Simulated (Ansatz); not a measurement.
Name a neutral molecule of B, C, O, S and H with HOMO–LUMO gap (PBE/def2-TZVPP) between 4.25 and 4.55 eV and vertical ionisation energy (CCSD(T)/CBS(def2)) between 9.70 and 10.00 eV (Ansatz, PBE0-D4/def2-TZVP geometry).

`SC1BO1` (4.29 eV, 9.85 eV). Other molecules can fit too; these were computed, each in one conformer that needn't be the lowest.
